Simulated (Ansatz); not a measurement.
`CB(O)Br` + NH₃ → `CB(N)O` + HBr at 500 K and 1 bar (ligand exchange at a B–Br bond).

Calculated with Ansatz (gas phase, PBE0-D4/def2-TZVP geometries, no zero-point term in ΔE). CBS: MP2 limit from def2 TZ/QZ plus the TZ coupled-cluster correction, frozen cores. This one scheme is used for every species. For Br outer-core shells are correlated without core-valence functions, which leaves a few kJ/mol of doubt a bond. Scalar relativity is left out up to krypton. Each species was taken in one conformer, which may not be the lowest.

```
  species  CCSD(T)/CBS energy (Eh)  H − E (kJ/mol)  S (J/(mol·K))
`CB(O)Br`              -2713.85644           184.3          364.9
      NH₃                -56.50880           108.2          211.8
 `CB(N)O`               -196.45123           257.0          357.2
      HBr              -2573.91920            30.5          213.7
```

H − E and S are ideal-gas, rigid-rotor, harmonic terms from PBE0-D4/def2-TZVP, for one conformer and one mirror image of each species. 1 Eh = 2625.50 kJ/mol, R = 8.31446 J/(mol·K).

Task: By hand: ΔE, ΔH, ΔS and ΔG.

Result: ΔE = (-196.45123) + (-2573.91920) − (-2713.85644) − (-56.50880) = -0.00519 Eh = -13.6 kJ/mol. Δ(H − E) = 257.0 + 30.5 − 184.3 − 108.2 = -5.0, so ΔH = -18.6 kJ/mol. ΔS = 357.2 + 213.7 − 364.9 − 211.8 = -5.8 J/(mol·K). ΔG = -18.6 − 500 × (-5.8)/1000 = -15.7 kJ/mol.

Task: By hand: the equilibrium constant, and the temperature at which ΔG would vanish if ΔH and ΔS stayed fixed.

Result: log₁₀ K = −ΔG/(RT ln 10) = 1.6. ΔG = 0 at ΔH/ΔS = 3207 K, far beyond where these terms or the molecules hold.

The number of gas molecules stays the same, so ΔS is small and ΔH decides. A doubt of 5 kJ/mol in ΔE shifts log₁₀ K by 0.5 here. Other conformers and mirror images would add mixing entropy, several J/(mol·K) or more a flexible species. These are equilibria of isolated gas molecules and say nothing of rates. Largest T1 diagnostic: 0.011 (customary marks: 0.02 for closed shells, 0.045 for open ones).
